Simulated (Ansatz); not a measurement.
Reaction (SMILES): CCC[CH]CO -> CCC([O])CC
Geometries: B3LYP-D3(BJ)/def2-TZVP minima from Ansatz (a quantum-chemistry and plane-wave program), one conformer each, not searched for the lowest.

Wanted: isomerisation energy (electronic energy difference), in eV. Valence correlation only, unless marked. UHF or UKS for open shells. No spin-orbit coupling. Non-relativistic. CBS marks a two-point X^-3 extrapolation of the correlation energy; Hartree-Fock from the larger set. [CCSD(T)-MP2]/basis is that difference in the basis named.

| level | program | isomerisation energy (eV) |
|---|---|---|
| HF/6-31G | Ansatz | -0.55 |
| HF/6-31G* | Ansatz | -0.50 |
| HF/cc-pVTZ | Ansatz | -0.28 |
| HF/cc-pwCVTZ | Ansatz | -0.28 |
| PBE/def2-TZVPD | Ansatz | 0.08 |
| BLYP-D3(BJ)/def2-TZVPD | Ansatz + dftd3 | 0.04 |
| revPBE-D3(BJ)/def2-TZVPD | Ansatz + dftd3 | 0.05 |

Predict the RI-MP2/CBS(cc-pVTZ,cc-pVQZ)+[CCSD(T)-MP2]/cc-pVTZ result (Ansatz).

0.13 eV
